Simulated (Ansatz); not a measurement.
The cluster Co₅⁻, relaxed as a multiplicity 11 with UKS PBE-D4/def2-SVPD in Ansatz, starting from the GFN1-xTB geometry. Force threshold 0.02 eV/Å.

The charge -1 multiplicity 11 is spin-contaminated (final ⟨S²⟩ up to 30.45, 30.00 for a pure state). The highest occupied level of the charge -1 multiplicity 11 lies above zero (up to 0.74 eV). The electron is either unbound and held by the finite basis, or the level is raised by self-interaction error. An occupied level of the charge -1 multiplicity 11 lies above an empty one of the other spin, so a lower spin may lie lower. The structure comes from a short search, and lower isomers may exist.

Start:

```tsv
atom	x (Å)	y (Å)	z (Å)
Co1	-0.789	-1.208	0.857
Co2	0.680	0.081	-0.372
Co3	1.367	-1.974	0.330
Co4	-1.301	0.997	0.380
Co5	0.043	2.105	-1.195
```

(1) Estimate the energy that the relaxation releases and the steps that it takes.

(2) Does the start keep its bonding and symmetry?

(3) Predict the relaxed structure.

Results:

(1) 103.6 kJ/mol, in 19 steps; 3.1 min on 4 threads of Arm Neoverse V2 on a shared host. No frequencies were taken in this run, so the end may be a saddle point.

(2) Bonds formed: Co1–Co5, Co3–Co4, Co3–Co5 (atoms count from 1).

(3) 
```
atom    x (Å)    y (Å)    z (Å)
 Co1  -0.6381  -1.0896   1.0460
 Co2   0.9744   0.5972   0.6551
 Co3   0.6741  -1.2033  -0.6492
 Co4  -1.2270   0.8452   0.3221
 Co5   0.2164   0.8506  -1.3740
```
Bond lengths (bridged metal pairs left out): 10 × Co–Co 2.15 to 3.22 Å.
